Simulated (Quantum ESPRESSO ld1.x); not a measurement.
Q: The mean radii <r> (bohr) of the occupied orbitals of an atom or ion are listed with their occupations. All-electron calculation, Dirac Kohn-Sham, relativistic LDA (MacDonald-Vosko exchange, VWN5 correlation), spin-unpolarised, spherical densities, point nucleus. Program: ld1.x of Quantum ESPRESSO 7.5.

| orbital | occ. | <r> |
|---|---|---|
| 1s1/2 | 2 | 0.02621 |
| 2s1/2 | 2 | 0.1120 |
| 2p1/2 | 2 | 0.09425 |
| 2p3/2 | 4 | 0.1001 |
| 3s1/2 | 2 | 0.2997 |
| 3p1/2 | 2 | 0.2894 |
| 3p3/2 | 4 | 0.3012 |
| 3d3/2 | 4 | 0.2717 |
| 3d5/2 | 6 | 0.2754 |
| 4s1/2 | 2 | 0.6954 |
| 4p1/2 | 2 | 0.7204 |
| 4p3/2 | 4 | 0.7480 |
| 4d3/2 | 4 | 0.8264 |
| 4d5/2 | 6 | 0.8366 |
| 5s1/2 | 2 | 1.638 |
| 5p1/2 | 1 | 1.809 |
| 5p3/2 | 2 | 1.872 |

Name the element and its charge. Open shells, if any, are shared by 2j + 1.

A: Z = 55, caesium, charge +4: Cs4+ in [Kr] 4d10 5s2 5p3. The 1s radius gives Z: for a bare nucleus <r> = (2 gamma + 1)/(2Z) with gamma = sqrt(1 - (Z/c)^2), 0.02574 bohr for Z = 55, and screening makes it slightly larger (0.02621 here). The occupations add up to 51, and the charge is Z minus that.
